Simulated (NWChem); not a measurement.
Atomisation of silene (CH₄Si)

```xyz
6

C      0.0000     0.0000    -1.1665
Si     0.0000     0.0000     0.5555
H      0.9337     0.0000    -1.7505
H     -0.9337     0.0000    -1.7505
H     -1.2604     0.0000     1.3615
H      1.2604     0.0000     1.3615
```
Charge 0, spin multiplicity 1.

The numbers come from NWChem runs, not from measurements. The geometry was optimised at PBE/def2-SVP, a minimum by its harmonic frequencies.

Basis set: def2-TZVP. The atomisation energy is electronic alone: no zero-point, thermal, spin-orbit or counterpoise terms. No value is extrapolated to the basis-set limit. Free atoms are single determinants with multiplicities C 3, Si 3, H 2.

The stability of the SCF solutions was not checked. Open-shell Hartree-Fock references start from PBE0 orbitals.

Task: One of these methods gave an atomisation energy of 470.5 kcal/mol. Which?
A. BP86
B. LC-wPBE (omega 0.3 per bohr)
C. r2SCAN
D. HF

Result: A, BP86. The others give 339.0 (HF), 459.5 (r2SCAN), 455.0 (LC-wPBE (omega 0.3 per bohr)).
